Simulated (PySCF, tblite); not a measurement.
Parent: `[CH3:1][CH2:2][SiH2:3][C@H:4]([F:5])[SiH2:6][CH2:7][Cl:8]` with C1–C2–Si3–C4 -57°, C2–Si3–C4–F5 -51°, Si3–C4–Si6–C7 172°, C4–Si6–C7–Cl8 -179°, C4H12ClFSi2.

The geometries are computed with GFN2-xTB (gas phase). One conformer each, not checked by frequencies here.

```tsv
coordinate of the parent	value
C1–C2	1.527 Å
C2–Si3	1.903 Å
Si3–C4	1.921 Å
C4–F5	1.405 Å
C4–Si6	1.915 Å
Si6–C7	1.910 Å
C7–Cl8	1.785 Å
C1–C2–Si3	113.9°
C2–Si3–C4	109.6°
Si3–C4–F5	108.0°
Si3–C4–Si6	117.1°
F5–C4–Si6	107.2°
C4–Si6–C7	106.7°
Si6–C7–Cl8	108.9°
```

Task: How does the shared frame change in `[CH3:1][CH2:2][CH2:3][C@H:4]([F:5])[SiH2:6][CH2:7][Cl:8]` with C1–C2–C3–C4 -176°, C2–C3–C4–F5 65°, C3–C4–Si6–C7 -168°, C4–Si6–C7–Cl8 178°, C5H12ClFSi? Atoms pair as C4 = C4, F5 = F5, Si6 = Si6, C7 = C7, Cl8 = Cl8 (parent first).

Result: 
| parent | relative | value in the relative | change |
| --- | --- | --- | --- |
| C4–F5 | C4–F5 | 1.396 Å | -0.009 |
| C4–Si6 | C4–Si6 | 1.925 Å | +0.010 |
| Si6–C7 | Si6–C7 | 1.910 Å | 0.000 |
| C7–Cl8 | C7–Cl8 | 1.785 Å | 0.000 |
| F5–C4–Si6 | F5–C4–Si6 | 107.1° | -0.1 |
| C4–Si6–C7 | C4–Si6–C7 | 106.2° | -0.5 |
| Si6–C7–Cl8 | Si6–C7–Cl8 | 108.5° | -0.4 |

Of the parent's bonds, C4–F5 and C4–Si6 change most and about equally (-0.009 to +0.010 Å). Bonds of the relative outside the shared frame: C1–C2 1.524, C2–C3 1.526, C3–C4 1.522 Å. Point group C1 → C1.

Task: How does the shared frame change in `[CH3:1][CH2:2][SiH2:3][C@@H:4]([F:5])[CH2:6][CH2:7][Cl:8]` with C1–C2–Si3–C4 180°, C2–Si3–C4–F5 175°, Si3–C4–C6–C7 -178°, C4–C6–C7–Cl8 -179°, C5H12ClFSi? Atoms pair as C1 = C1, C2 = C2, Si3 = Si3, C4 = C4, F5 = F5 (parent first).

Result: 
```json
{"parent": "C1–C2", "relative": "C1–C2", "value in the relative": "1.526 Å", "change": "-0.001"}
{"parent": "C2–Si3", "relative": "C2–Si3", "value in the relative": "1.902 Å", "change": "-0.001"}
{"parent": "Si3–C4", "relative": "Si3–C4", "value in the relative": "1.928 Å", "change": "+0.007"}
{"parent": "C4–F5", "relative": "C4–F5", "value in the relative": "1.394 Å", "change": "-0.011"}
{"parent": "C1–C2–Si3", "relative": "C1–C2–Si3", "value in the relative": "112.1°", "change": "-1.8"}
{"parent": "C2–Si3–C4", "relative": "C2–Si3–C4", "value in the relative": "109.1°", "change": "-0.5"}
{"parent": "Si3–C4–F5", "relative": "Si3–C4–F5", "value in the relative": "106.8°", "change": "-1.2"}
```

Of the parent's bonds, C4–F5 changes most (-0.011 Å). Bonds of the relative outside the shared frame: C4–C6 1.523, C6–C7 1.521, C7–Cl8 1.784 Å. Point group C1 → C1.

Task: How does the shared frame change in `[CH3:1][SiH2:2][C@H:3]([F:4])[SiH2:5][CH2:6][Cl:7]` with C1–Si2–C3–F4 -68°, Si2–C3–Si5–C6 52°, C3–Si5–C6–Cl7 -74°, C3H10ClFSi2? Atoms pair as C2 = C1, Si3 = Si2, C4 = C3, F5 = F4, Si6 = Si5, C7 = C6, Cl8 = Cl7 (parent first).

Result: 
```json
{"parent": "C2–Si3", "relative": "C1–Si2", "value in the relative": "1.897 Å", "change": "-0.006"}
{"parent": "Si3–C4", "relative": "Si2–C3", "value in the relative": "1.931 Å", "change": "+0.010"}
{"parent": "C4–F5", "relative": "C3–F4", "value in the relative": "1.407 Å", "change": "+0.002"}
{"parent": "C4–Si6", "relative": "C3–Si5", "value in the relative": "1.912 Å", "change": "-0.003"}
{"parent": "Si6–C7", "relative": "Si5–C6", "value in the relative": "1.910 Å", "change": "0.000"}
{"parent": "C7–Cl8", "relative": "C6–Cl7", "value in the relative": "1.784 Å", "change": "-0.001"}
{"parent": "C2–Si3–C4", "relative": "C1–Si2–C3", "value in the relative": "107.1°", "change": "-2.5"}
{"parent": "Si3–C4–F5", "relative": "Si2–C3–F4", "value in the relative": "107.2°", "change": "-0.8"}
{"parent": "Si3–C4–Si6", "relative": "Si2–C3–Si5", "value in the relative": "119.9°", "change": "+2.8"}
{"parent": "F5–C4–Si6", "relative": "F4–C3–Si5", "value in the relative": "106.6°", "change": "-0.6"}
{"parent": "C4–Si6–C7", "relative": "C3–Si5–C6", "value in the relative": "108.5°", "change": "+1.8"}
{"parent": "Si6–C7–Cl8", "relative": "Si5–C6–Cl7", "value in the relative": "109.1°", "change": "+0.2"}
```

Of the parent's bonds, Si3–C4 changes most (+0.010 Å). Point group C1 → C1.
